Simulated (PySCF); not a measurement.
Where the electron goes

Species: C6H5F3.
Structure used (PBE0-D3(BJ)/def2-SVP), in Å, numbered top down from 1:
```xyz
14
C6H5F3 angstrom
C      1.7391    1.7418    0.8240
C      1.0996    0.7342    0.6255
C      0.3531   -0.4967    0.3622
C      0.7212   -1.1060   -0.9986
C     -1.1323   -0.3093    0.5215
F     -1.7514   -1.2352    1.2606
C     -1.8681    0.6462   -0.0447
F     -1.3598    1.5768   -0.8151
F     -3.1614    0.7737    0.0995
H      2.2955    2.6426    1.0057
H      0.6188   -1.2200    1.1530
H      0.4614   -0.4107   -1.8093
H      1.8001   -1.3095   -1.0502
H      0.1748   -2.0478   -1.1515
```

Computed with TDDFT B3LYP/def2-SVPD, vertical, gas phase, core orbitals frozen in the response (PySCF).

Kohn–Sham orbitals with the atoms that hold most of them (Löwdin shares over 4%, at most four atoms; ? is withheld):

```
orbital  ε (eV)                             atoms
 LUMO+2    0.40     C1 18%, C2 18%, C7 13%, C5 9%
 LUMO+1    0.23    C7 16%, C1 13%, C5 11%, C2 11%
   LUMO   -0.09      C7 21%, C5 17%, C1 9%, C4 9%
   HOMO   -7.12                                 ?
 HOMO-1   -7.88                                 ?
 HOMO-2   -8.00      C1 38%, C2 38%, C3 7%, C5 4%
 HOMO-3  -10.56  C4 31%, C3 15%, H12 15%, H13 11%
```

Task: Give the leading atoms of the HOMO-1.

Result: C1 (bonded to C and H) 42%; C2 (bonded to 2 C) 40%; C3 (bonded to 3 C and H) 6%; H10 (bonded to C) 4%. By element: carbon 88% or more, hydrogen 4% or more.

Task: Which atoms hold the HOMO, and with what shares?

Result: C5 (bonded to 2 C and F) 28%; C7 (bonded to C and 2 F) 26%; F6 (bonded to C) 12%; F9 (bonded to C) 10%. By element: carbon 54% or more, fluorine 22% or more.

Task: How does S1 compare with the orbital gap of 7.03 eV?

Result: S1 is at 6.34 eV (f = 0.016), 0.69 eV below the gap, made of HOMO→LUMO+1 (43%), HOMO→LUMO (39%). Its leading pair isn't HOMO and LUMO; the energies of that pair differ by 7.35 eV. 

Next come S2 at 6.42 eV (f 0.012), HOMO→LUMO+2 (48%), HOMO→LUMO+1 (16%), HOMO→LUMO+4 (8%); S3 at 6.49 eV (f 0.0042), HOMO→LUMO+2 (31%), HOMO-1→LUMO (30%), HOMO→LUMO+1 (15%); S4 at 6.60 eV (f 0.023), HOMO-1→LUMO+2 (32%), HOMO-1→LUMO+1 (21%), HOMO→LUMO (10%); S5 at 6.75 eV (f 0.0093), HOMO-2→LUMO+2 (23%), HOMO-2→LUMO (18%), HOMO→LUMO+4 (17%).

One conformer stands for the species.
